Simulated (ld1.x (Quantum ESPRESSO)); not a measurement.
# K: excitation energies, all-electron against TM

ld1.x (Quantum ESPRESSO) 7.5 input, shortened:

```
&input
   title='K', zed=19., rel=1, dft='PBESOL', iswitch=3,
   config='[Ar] 3d0 4s0 4p0'
 /
 &inputp
   pseudotype=2, tm=.true., lloc=-1, rcloc=3.55,
   nlcc=.true.
 /
3
3S  1  0   2.00   0.00  1.70  1.70  0.0
3P  2  1   6.00   0.00  1.40  1.40  0.0
3D  3  2   0.00   0.00  4.20  4.20  0.0
 &test
   configts(1)='3s2 3p6 3d0 4s0 4p0'
 /
```

Energies are relative to the spin-unpolarised reference configuration 3s2 3p6 3d0 4s0 4p0; without spin polarisation the order of configurations can differ from experiment.

**Question.** Give the all-electron excitation energy and the error of the potential for: 3s2 3p6 3d0 4s1 4p0; 3s2 3p6 3d0 4s0.5 4p0; 3s2 3p6 3d0 4s0 4p1; 3s1 3p6 3d0 4s1 4p0; 3s2 3p6 3d0.5 4s0.5 4p0; 3s2 3p5 3d0 4s1 4p0; 3s2 3p6 3d1 4s0 4p0.

**Answer.**

```json
{"valence configuration": "3s2 3p6 3d0 4s1 4p0", "charge": "0", "ΔE all-electron (eV)": "-4.217", "error AE − PS (meV)": "-282"}
{"valence configuration": "3s2 3p6 3d0 4s0.5 4p0", "charge": "+0.5", "ΔE all-electron (eV)": "-2.597", "error AE − PS (meV)": "-190"}
{"valence configuration": "3s2 3p6 3d0 4s0 4p1", "charge": "0", "ΔE all-electron (eV)": "-2.700", "error AE − PS (meV)": "-71"}
{"valence configuration": "3s1 3p6 3d0 4s1 4p0", "charge": "+1", "ΔE all-electron (eV)": "37.681", "error AE − PS (meV)": "-991"}
{"valence configuration": "3s2 3p6 3d0.5 4s0.5 4p0", "charge": "0", "ΔE all-electron (eV)": "-3.009", "error AE − PS (meV)": "-155"}
{"valence configuration": "3s2 3p5 3d0 4s1 4p0", "charge": "+1", "ΔE all-electron (eV)": "20.679", "error AE − PS (meV)": "-857"}
{"valence configuration": "3s2 3p6 3d1 4s0 4p0", "charge": "0", "ΔE all-electron (eV)": "-1.809", "error AE − PS (meV)": "+2.0"}
```
